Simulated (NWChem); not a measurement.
Species: silicon monosulfide (SiS, singlet); SMILES S=[Si]

Results from NWChem. Medium grid unless said otherwise, to which SCAN and Minnesota functionals are sensitive. Low-valent species are run as closed-shell singlets; no triplet was tried in these runs. Structure relaxed at the PBE0/def2-SVP level.

Problem. Order these by “highest occupied level (eV)”, lowest first: BLYP/def2-TZVPD; PBE0/def2-TZVPD; Hartree-Fock/def2-TZVPD; M06-2X/def2-TZVPD; r2SCAN/def2-TZVPD.

Solution. Hartree-Fock/def2-TZVPD (-10.55), M06-2X/def2-TZVPD (-9.06), PBE0/def2-TZVPD (-8.08), r2SCAN/def2-TZVPD (-7.19), BLYP/def2-TZVPD (-6.80)
